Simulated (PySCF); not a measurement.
SMILES FB(F)I, PBE0/def2-SVP optimised geometry.

```
4

B     -0.73     0.00     0.00
F     -1.39     1.13     0.00
F     -1.39    -1.13     0.00
I      1.39     0.00     0.00
```

Density from PBE0/def2-TZVP, def2 effective core potentials past Kr run with PySCF 2.14.0 at that geometry. The core electrons that the potentials of I replace are not part of the density.

Minimum of the electron density along straight lines between bonded atoms, close to the bond critical point (lines longer than 1.1 times the sum of covalent radii, or with two minima, are not listed):

| bond | length / Å | ρ at the minimum / e bohr⁻³ | ∇²ρ there / e bohr⁻⁵ | position (fraction from the first atom) |
|---|---|---|---|---|
| B1–F2 | 1.309 | 0.215 | 1.31 | 0.34 |
| B1–F3 | 1.309 | 0.215 | 1.31 | 0.34 |
| B1–I4 | 2.123 | [?] | [?] | 0.40 |

Problem. Complete the blanks.

Solution. 
- B1–I4, ρ at the minimum / e bohr⁻³: 0.122
- B1–I4, ∇²ρ there / e bohr⁻⁵: -0.19
